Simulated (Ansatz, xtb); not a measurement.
# H4N3Sn: which of two structures lies lower

We compare X, `[NH2][Sn]1[NH][NH]1`, a doublet, with Y, a doublet given by its coordinates. Both are isolated molecules in the gas phase, relaxed with PBE0-D3(BJ)/def2-SVP; the shapes shown needn't be the lowest conformers.

X (Å):

```xyz
8

N    -1.9632    0.2951   -2.4484
N    -0.3835   -0.7337    0.0468
N    -1.6544   -0.9560    0.4023
Sn   -1.5773    1.0553   -0.5866
H    -1.8741   -0.6754   -2.7313
H    -2.2828    0.8699   -3.2210
H     0.1228   -1.5369   -0.3386
H    -2.0019   -1.9089    0.2559
```

Y (Å):

```json
{"atom": "N", "x (Å)": "-3.4893", "y (Å)": "-0.5813", "z (Å)": "-2.3290"}
{"atom": "N", "x (Å)": "-2.3501", "y (Å)": "-0.6116", "z (Å)": "-1.6722"}
{"atom": "N", "x (Å)": "0.1662", "y (Å)": "-0.4494", "z (Å)": "-0.1171"}
{"atom": "Sn", "x (Å)": "-1.3832", "y (Å)": "0.8249", "z (Å)": "-0.4586"}
{"atom": "H", "x (Å)": "-3.9018", "y (Å)": "0.3475", "z (Å)": "-2.1549"}
{"atom": "H", "x (Å)": "-1.8884", "y (Å)": "-1.5148", "z (Å)": "-1.8057"}
{"atom": "H", "x (Å)": "0.2678", "y (Å)": "-1.3932", "z (Å)": "-0.4780"}
{"atom": "H", "x (Å)": "0.9605", "y (Å)": "-0.2002", "z (Å)": "0.4626"}
```

Close contacts (Å): N1–N2 1.32, N2–Sn4 2.11, N3–Sn4 2.03, N1–H5 1.03, N2–H6 1.02, N3–H7 1.02, N3–H8 1.01.

Q: Which of the two would you expect CCSD(T)/def2-SVP + ΔMP2/def2-TZVPP electronic energies to favour?

A: Too close to call at this level: CCSD(T)/def2-SVP + ΔMP2/def2-TZVPP gives E(Y) − E(X) = −0.066 eV.

The same difference at several levels:

| level | geometry | E(Y) − E(X) (eV) | departure from the last row (eV) | job, with rough time for the two |
| --- | --- | --- | --- | --- |
| GFN2-xTB | GFN2-xTB | +0.042 | +0.108 | optimisation, 3.8 s |
| HF/STO-3G | GFN2-xTB | −0.203 | −0.137 | single point, 14 s |
| r2SCAN-D4/def2-SVP | GFN2-xTB | −0.203 | −0.137 | single point, 16 s |
| PBE0-D3(BJ)/def2-SVP | PBE0-D3(BJ)/def2-SVP | −0.159 | −0.093 | optimisation, 2.2 min |
| HF/def2-SVP | PBE0-D3(BJ)/def2-SVP | −0.242 | −0.176 | part of the CCSD(T) run |
| MP2/def2-SVP | PBE0-D3(BJ)/def2-SVP | −0.014 | +0.052 | part of the CCSD(T) run |
| CCSD(T)/def2-SVP | PBE0-D3(BJ)/def2-SVP | −0.145 | −0.079 | single point |
| CCSD(T)/def2-SVP + ΔMP2/def2-TZVPP | PBE0-D3(BJ)/def2-SVP | −0.066 |  | single point, 2.8 min |

GFN2-xTB puts the two in the other order. MP2/def2-SVP finds them nearly level. The largest departure from CCSD(T)/def2-SVP + ΔMP2/def2-TZVPP is that of HF/def2-SVP, 0.176 eV. The last row adds to CCSD(T) the change of the MP2 difference between the two basis sets, here +0.079 eV.

With harmonic frequencies from PBE0-D3(BJ)/def2-SVP (ideal gas, rigid rotor, one conformer each, 298.15 K, 1 atm): on the last row, ΔE + ΔZPE = −0.023 eV. A mode under 50 cm⁻¹ makes harmonic enthalpies and free energies unreliable, so none is given.

Open shells are spin-unrestricted. The correlated steps freeze 7 core orbitals; the filled d shell of Sn is correlated, in a basis made for valence electrons. Atoms past krypton carry core potentials in the def2 sets, other sets are all-electron and non-relativistic, and no spin–orbit term is included. Codes used: Ansatz 0.2.0, xtb 6.7.1; the last row on 2 threads of Intel(R) Xeon(R) Processor @ 2.50GHz (Skylake/Cascade Lake) on a shared host.
